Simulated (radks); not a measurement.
All-electron atom: the rhodium ion Rh12+ in [Ar] 3d10 4s2 4p3.

Calculated with a radial shooting solver on a logarithmic mesh with Libxc functionals: non-relativistic Kohn-Sham, exchange-only LDA, spin-polarised, spherical densities, point nucleus; open shells are filled with parallel spins first (spin-orbit coupling, left out, can overturn this in heavy ions); relativity is left out, which matters for an element this heavy.

Energy parts (eV):
total: -126054.148
kinetic: 126054.148
electron-nucleus: -291846.790
Hartree: 42983.469
exchange: -3244.976

Orbitals (lengths in bohr, moments of r in powers of bohr; <r^-3> diverges for s and p1/2; r(max) is where P^2 peaks):
| orbital | occ. | eigenvalue (eV) | r(max) | <r> | <1/r> | <r^-3> |
|---|---|---|---|---|---|---|
| 1s up | 1 | -22601.29 | 0.02242 | 0.03388 | 44.44 | - |
| 1s down | 1 | -22600.36 | 0.02242 | 0.03388 | 44.44 | - |
| 2s up | 1 | -3433.814 | 0.1248 | 0.1473 | 10.08 | - |
| 2s down | 1 | -3433.186 | 0.1248 | 0.1473 | 10.08 | - |
| 2p up | 3 | -3204.568 | 0.09789 | 0.1260 | 10.08 | 2884 |
| 2p down | 3 | -3203.706 | 0.09790 | 0.1260 | 10.08 | 2884 |
| 3s up | 1 | -811.7785 | 0.3624 | 0.4017 | 3.567 | - |
| 3s down | 1 | -810.5645 | 0.3624 | 0.4012 | 3.570 | - |
| 3p up | 3 | -720.9044 | 0.3487 | 0.3938 | 3.487 | 501.7 |
| 3p down | 3 | -719.5926 | 0.3487 | 0.3932 | 3.491 | 502.5 |
| 3d up | 5 | -553.2614 | 0.2893 | 0.3659 | 3.334 | 77.34 |
| 3d down | 5 | -551.9690 | 0.2892 | 0.3651 | 3.339 | 77.56 |
| 4s up | 1 | -297.9496 | 0.8615 | 0.9094 | 1.519 | - |
| 4s down | 1 | -291.1024 | 0.8586 | 0.9094 | 1.521 | - |
| 4p up | 3 | -266.6082 | 0.8870 | 0.9414 | 1.448 | 111.5 |
| 4p down | 0 | -259.8017 | 0.8843 | 0.9425 | 1.448 | 111.8 |

The highest occupied level is 4p up at -266.61 eV. The electron density at the nucleus is 6.368e+04 e/bohr^3. The spin density at the nucleus is -2.273 e/bohr^3 (1s -1.093, 2s 0.116, 3s -0.609, 4s -0.686).
